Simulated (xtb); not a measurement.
In(H)(OH)(OEt) (C2H7InO2), SMILES C(C)[O][InH][OH]. All values are semi-empirical tight-binding results from xtb (GFN2-xTB unless named), good for trends rather than for accurate numbers. The structure is a stationary point at GFN2-xTB. The structure was generated by enumeration; whether it is a known compound was not checked. The values are those of a single conformer.

Optimised geometry:

```xyz
12

In     0.0318    -0.2591     0.7520
H     -0.0572    -1.4703     1.9279
O      1.0551     1.4015     0.8376
H      1.5170     1.6161     1.6451
O     -1.0958    -0.4452    -0.8580
C     -0.8743     0.3939    -1.9599
C      0.4654     0.1205    -2.6344
H     -1.6955     0.1953    -2.6615
H     -0.9228     1.4551    -1.6694
H      0.5324    -0.9293    -2.9154
H      0.5794     0.7403    -3.5209
H      1.2676     0.3511    -1.9257
```

For metal compounds this method's bond lengths and energies can be far off.

```json
{
  "orbital_gap": "3.24 eV",
  "zero_point_energy": "52.6 kcal/mol",
  "G − E(el) at 298.15 K (modified RRHO)": "31.2 kcal/mol"
}
```

Task: Give the atomic charges and the Wiberg bond orders between heavy atoms. (An estimate is asked for; the answer gives what the named calculation found.)

Result: charges (e) In1 0.32, H2 0.02, O3 -0.50, H4 0.30, O5 -0.39, C6 0.09, C7 -0.11, H8 0.05, H9 0.05, H10 0.05, H11 0.05, H12 0.07. Bond orders In1–O3 1.04, In1–O5 0.93, O5–C6 1.00, C6–C7 1.01.
